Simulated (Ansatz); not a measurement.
Ansatz (a first-principles code) job for BClBr₂, SMILES BrB(Cl)Br, PBE-D3(BJ)/def2-SVP. 

Ansatz 0.2 input:
```yaml
crystal:
  periodic: [false, false, false]
  atoms:
    - {symbol: B, position_ang: [0.00000000, 0.00000000, -0.40139040]}
    - {symbol: Cl, position_ang: [0.00000000, 0.00000000, -2.14127119]}
    - {symbol: Br, position_ang: [0.00000000, 1.64532461, 0.54869374]}
    - {symbol: Br, position_ang: [0.00000000, -1.64532461, 0.54869374]}
basis:
  gaussian:
    orbitals: def2-SVP
hamiltonian:
  xc: pbe
  dispersion: d3bj
relax: {f_tol: 0.002, max_steps: 200}
```

Output:

```
WARN ansatz: RAYON_NUM_THREADS=1 ignored (pool sized by the plan → 1); use --threads N
Functional definition: PBE
integrals: 0.05 GiB planned
1039 factors; their error is unknown
mean field: 0.23 GiB planned
mean field evaluation 1: about -153245.4765 eV, gradient 1.8e1 eV
mean field evaluation 2: about -153243.8974 eV, gradient 2.9e1 eV
mean field evaluation 4: about -153246.1970 eV, gradient 6.5e-1 eV
mean field evaluation 8: about -153246.1968 eV, gradient 1.4e-2 eV
mean field evaluation 16: about -153246.0770 eV, gradient 3.9e-5 eV
mean field -153246.07700957 eV, -5631.6894561799 hartree, gradient 3.9e-5 eV, S^2 0.000000; 0 other end points of the search recorded, 0 dependent functions left out
the calculation of the forces begins
reference -153246.07703627 eV, -5631.6894571611 hartree; 46, 46 occupied and 50, 50 virtual orbitals, 1039 factors
relax step   1: F+E_penalty+E_count = -153246.21517120 eV  Δ(F+E_penalty+E_count) = +0.000e0 eV  max|allowed force component| = 3.154e-1 eV/Å  Δτ_max = 0.0000 Å  (25 SCF iters, accepted)
these checks for a lower state are left out or cut short: starts, cluster_reference, orbital_swaps, neighbouring_geometries, increment
integrals: 0.05 GiB planned
1039 factors; their error is unknown
mean field: 0.23 GiB planned
mean field -153246.08237009 eV, -5631.6896531752 hartree, gradient 3.9e-5 eV, S^2 0.000000; 0 other end points of the search recorded, 0 dependent functions left out
the calculation of the forces begins
reference -153246.08239685 eV, -5631.6896541587 hartree; 46, 46 occupied and 50, 50 virtual orbitals, 1039 factors
relax step   2: F+E_penalty+E_count = -153246.22008628 eV  Δ(F+E_penalty+E_count) = -4.915e-3 eV  max|allowed force component| = 1.334e-1 eV/Å  Δτ_max = 0.0091 Å  (25 SCF iters, accepted)
these checks for a lower state are left out or cut short: starts, cluster_reference, orbital_swaps, neighbouring_geometries, increment
integrals: 0.05 GiB planned
1039 factors; their error is unknown
mean field: 0.23 GiB planned
mean field -153246.08313094 eV, -5631.6896811359 hartree, gradient 3.9e-5 eV, S^2 0.000000; 0 other end points of the search recorded, 0 dependent functions left out
the calculation of the forces begins
reference -153246.08315773 eV, -5631.6896821205 hartree; 46, 46 occupied and 50, 50 virtual orbitals, 1039 factors
relax step   3: F+E_penalty+E_count = -153246.22065177 eV  Δ(F+E_penalty+E_count) = -5.655e-4 eV  max|allowed force component| = 2.648e-2 eV/Å  Δτ_max = 0.0047 Å  (26 SCF iters, accepted)
these checks for a lower state are left out or cut short: starts, cluster_reference, orbital_swaps, neighbouring_geometries, increment
integrals: 0.05 GiB planned
1039 factors; their error is unknown
mean field: 0.23 GiB planned
mean field evaluation 32: about -153246.0831 eV, gradient 5.8e-5 eV
mean field -153246.08314870 eV, -5631.6896817887 hartree, gradient 5.8e-5 eV, S^2 0.000000; 0 other end points of the search recorded, 0 dependent functions left out
the calculation of the forces begins
reference -153246.08317549 eV, -5631.6896827732 hartree; 46, 46 occupied and 50, 50 virtual orbitals, 1039 factors
relax step   4: F+E_penalty+E_count = -153246.22066249 eV  Δ(F+E_penalty+E_count) = -1.072e-5 eV  max|allowed force component| = 8.234e-3 eV/Å  Δτ_max = 0.0013 Å  (19 SCF iters, accepted)
these checks for a lower state are left out or cut short: starts, cluster_reference, orbital_swaps, neighbouring_geometries, increment
integrals: 0.05 GiB planned
1039 factors; their error is unknown
mean field: 0.23 GiB planned
mean field -153246.08314979 eV, -5631.6896818289 hartree, gradient 2.2e-5 eV, S^2 0.000000; 0 other end points of the search recorded, 0 dependent functions left out
the calculation of the forces begins
reference -153246.08317658 eV, -5631.6896828134 hartree; 46, 46 occupied and 50, 50 virtual orbitals, 1039 factors
relax step   5: F+E_penalty+E_count = -153246.22066524 eV  Δ(F+E_penalty+E_count) = -2.759e-6 eV  max|allowed force component| = 1.652e-4 eV/Å  Δτ_max = 0.0005 Å  (18 SCF iters, accepted)
integrals: 0.05 GiB planned
1039 factors; their error is unknown
mean field: 0.23 GiB planned
mean field -153246.08314979 eV, -5631.6896818289 hartree, gradient 2.2e-5 eV, S^2 0.000000; 1 other end points of the search recorded, 0 dependent functions left out
the calculation of the forces begins
reference -153246.08317658 eV, -5631.6896828134 hartree; 46, 46 occupied and 50, 50 virtual orbitals, 1039 factors
Total energy: -153246.22069203 eV, -5631.6947364131 hartree
Atom 0 at    -0.000000    -0.000000    -0.402238 Å, force    -0.000000     0.000000     0.000132 eV/Å
Atom 1 at     0.000000     0.000000    -2.153022 Å, force     0.000000     0.000000    -0.000165 eV/Å
Atom 2 at     0.000000     1.656084     0.554993 Å, force     0.000000    -0.000101     0.000017 eV/Å
Atom 3 at     0.000000    -1.656084     0.554993 Å, force     0.000000     0.000101     0.000017 eV/Å
Dipole moment:     0.000000     0.000000    -0.006617 e Å
```

The calculation finished and met its thresholds.

Cost: about 11 core-seconds (a rough figure).
